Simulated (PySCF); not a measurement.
## TlH₄⁻, singlet: data card

Computed with PBE0/[Tl def2-TZVPD with ECP60, H def2-TZVPD], scalar-relativistic core potentials, density fitting, no spin–orbit coupling, PySCF.

The structure is a minimum.

```xyz
5
charge -1 multiplicity 1, angstrom
Tl    0.0000    0.0000    0.0000
H    -1.0367   -1.0367    1.0367
H    -1.0367    1.0367   -1.0367
H     1.0367    1.0367    1.0367
H     1.0367   -1.0367   -1.0367
```

* Point group: Td
* Bond lengths: Tl–H 1.796 Å (×4)
* Bond angles: H–Tl–H 109.5° (×6)
* Principal polarisabilities: 79.8, 79.8, 79.8 bohr³
* Entropy at 298.15 K and 1 bar: 241.1 J/(mol K)
* Heat capacity Cp at 298.15 K: 57.2 J/(mol K)
* Zero-point energy: 54.6 kJ/mol
* Principal quadrupole moments (Buckingham, traceless) about the centre of mass: 0.00, 0.00, 0.00 D Å
* Rotational symmetry number: 12
* Dipole moment about the centre of mass: 0.00 D
* Lowest empty level: 3.60 eV
* Rotational constants: 1.945, 1.945, 1.945 cm⁻¹
* Enthalpy at 298.15 K above 0 K: 12.30 kJ/mol
* Highest occupied level: -2.18 eV

Harmonic modes (masses in u: Tl 204.974, H 1.008):
```tsv
symmetry	ω (cm⁻¹)	IR (km/mol, summed over degenerate members)	μ (u)
t2	543	1118	1.02
e	607	0.0	1.01
t2	1560	2410	1.01
a1	1613	0.0	1.01
```

In Td the vibrations span 2t2 + e + a1. The a1, e modes carry no infrared intensity, as symmetry demands.

Charges (e); Mulliken and Löwdin values are unreliable with diffuse functions:
```json
{"atom": "Tl1", "Mulliken": "-0.15", "Löwdin": "-0.10", "polar tensor": "0.96", "Mayer order to Tl1": "–"}
{"atom": "H2,3,4,5", "Mulliken": "-0.21", "Löwdin": "-0.22", "polar tensor": "-0.49", "Mayer order to Tl1": "0.91"}
```

Mulliken populations on Tl1 (electrons outside its core potential): s 3.23, p 7.90, d 9.99, f 0.02.

Counting electrons, thallium keeps none of its valence electrons outside its bonds, so the VSEPR class is AX4 and the expected shape is tetrahedral (Td), as computed.

Other isomers or separated fragments may lie lower. The lowest empty level of this anion is unbound, so it and the gap depend on the basis. With an element this heavy the missing spin–orbit coupling can shift these numbers.

The final relaxation and frequency run took 24 s on 2 threads of a shared Arm Neoverse N1 host, with 92 basis functions and 6 gradients; the process peaked at 1.2 GiB. Launch command: `OMP_NUM_THREADS=2 python axn.py task.json out`.
